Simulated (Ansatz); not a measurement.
The same ligand exchange along the group B, Al, In.

Calculated with Ansatz (gas phase, PBE0-D4/def2-TZVP geometries, no zero-point term in ΔE). CCSD(T)/CBS is the MP2 limit (def2-TZVPP, def2-QZVPP) plus CCSD(T) − MP2 in def2-TZVPP, frozen cores. This one scheme is used for every species. Functionals use def2-TZVPP. def2 core potentials past Kr. For In outer-core shells are correlated without core-valence functions, which leaves a few kJ/mol of doubt a bond. Each species was taken in one conformer, which may not be the lowest.

```csv
reaction,ωB97M-V (kcal/mol),MP2/CBS(def2) (kcal/mol),CCSD(T)/CBS(def2) (kcal/mol)
`[SiH3]OB(Cl)Cl` + H₂S → `[SiH3]OB(S)Cl` + HCl,5.1,4.1,4.2
`[SiH3][O][Al]([Cl])[Cl]` + H₂S → `[SiH3][O][Al]([SH])[Cl]` + HCl,10.9,10.7,10.6
`[SiH3][O][In]([Cl])[Cl]` + H₂S → `[SiH3][O][In]([SH])[Cl]` + HCl,3.9,2.9,3.4
```

Largest T1 diagnostic: 0.014, for `[SiH3][O][In]([SH])[Cl]`.
